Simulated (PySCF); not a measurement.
**Bond curve of BSe**

Set-up: basis B 6-31G(d,p), Se 6-31G(d,p); no relativity; PySCF 2.14. Energies in eV from B + Se in their ground configurations at the same level. State: ²Σ⁺ (doublet), unpaired electrons σ ↑.

```tsv
R (Å)	r²SCAN
1.506	-3.765
1.576	-4.625
1.646	-5.110
1.698	-5.287
1.751	-5.342
1.804	-5.301
1.874	-5.135
1.961	-4.805
2.066	-4.306
2.206	-3.583
```

Question: Put a parabola through the three lowest points of the r²SCAN curve and estimate Re, k and ωe (reduced mass 9.676 u; 1 eV/Å² = 0.16022 mdyn/Å; ωe = 1302.8·√(k/μ) cm⁻¹).

Answer: Through R = 1.698, 1.751, 1.804 Å the second-order coefficient is 17.1 eV/Å², so Re ≈ 1.755 Å, k ≈ 5.48 mdyn/Å and ωe ≈ 980 cm⁻¹. A polynomial fit of higher order to the unrounded r²SCAN energies gives Re = 1.753 Å, k = 5.49 mdyn/Å, ωe = 982 cm⁻¹; anharmonicity and rounding make the difference.

The higher-order fit for each curve: r²SCAN: Re = 1.753 Å, ωe = 982 cm⁻¹, De = 5.34 eV.

Spin–orbit coupling is left out. The state is the lowest determinant that a PBE0 search found; another state may lie lower at other levels.
